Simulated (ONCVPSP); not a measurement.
## What one change does to a pseudopotential (platinum (Pt), ONCV)

ONCVPSP 4.0.1 input, shortened (lines: element, Z, core and valence counts, functional; n l f; lmax; l rc ep ncon nbas qcut; lloc lpopt rc5 dvloc0; l nproj debl; icmod fcfact rcfact), PBE, scalar-relativistic:

```
  Pt 78.00   11    3        4      upf
    1    0    2.00
    2    0    2.00
    2    1    6.00
    3    0    2.00
    3    1    6.00
    3    2   10.00
    4    0    2.00
    4    1    6.00
    4    2   10.00
    4    3   14.00
    5    0    2.00
    5    1    6.00
    5    2    9.00
    6    0    1.00
    2
    0    2.40    0.00    4    8    2.10
    1    1.70    0.00    5    9    7.10
    2    2.00    0.00    4    8    7.50
    4    4    1.65    1.00
    0    2    2.60
    1    2    1.00
    2    1    4.00
    3    2.25    1.05
```

In the p channel the program set the typed energies aside and used -2.059, 0.250 Ha.

All-electron outer shells of the reference configuration (PBE, scalar-relativistic, ld1.x):

| shell | level (eV) | outermost node (bohr) | outermost maximum (bohr) |
| --- | --- | --- | --- |
| 4f | -70.08 | – | 0.38 |
| 5p | -56.02 | 0.53 | 0.98 |
| 5d | -6.14 | 0.57 | 1.26 |
| 6s | -5.66 | 1.14 | 2.38 |

Change: d: qcut 5.6.

Cutoffs: the cutoffs (Ha) at which the residual kinetic energy of the hardest occupied pseudo-wave falls to 1 and 0.1 mHa per electron; they do not see the model core or the augmentation charge, which bear on the density cutoff. Errors are all-electron minus pseudo energies relative to the spin-unpolarised reference configuration.

Question: How do hardness, ghosts and transferability respond?

Answer: The potential gets harder (19 Ha and 29 Ha → 19 Ha and 48 Ha); of the 4 tests that both files solve, the error grows in 2 and shrinks in 2 by more than 15 % and 0.3 meV (median size 15.9 → 21.1 meV); neither file shows a bound ghost.

| quantity | base | changed |
| --- | --- | --- |
| cutoff, loose | 19 Ha | 19 Ha |
| cutoff, tight | 29 Ha | 48 Ha |
| loose cutoff by channel | s 19 Ha, p 14 Ha, d 19 Ha | s 19 Ha, p 14 Ha, d 15 Ha |
| bound ghosts | none | none |
| GHOST(+) flags under 300 eV | s at 66.1 eV | s at 66.1 eV |
| error for 5p6 5d9 6s0, meV [ΔE 9.19 eV] | -8.1 | -6.1 |
| error for 5p6 5d8 6s0, meV [ΔE 29.16 eV] | -11 | -15 |
| error for 5p6 5d7 6s0, meV [ΔE 61.38 eV] | -21 | -28 |
| error for 5p6 5d6 6s0, meV [ΔE 107.03 eV] | -46 | -32 |
| s: phases at 2.44 bohr within 0.05 rad from the reference energy up to (Ha; the scan ends near 5) | 3.0 | 3.0 |
| p: phases at 1.72 bohr within 0.05 rad from the reference energy up to (Ha; the scan ends near 5) | to the end of the scan | to the end of the scan |
| d: phases at 2.03 bohr within 0.05 rad from the reference energy up to (Ha; the scan ends near 5) | 2.1 | 1.8 |
| rms error of d²Exc/dni dnj with the model core, mHa | 2.74 | 2.77 |
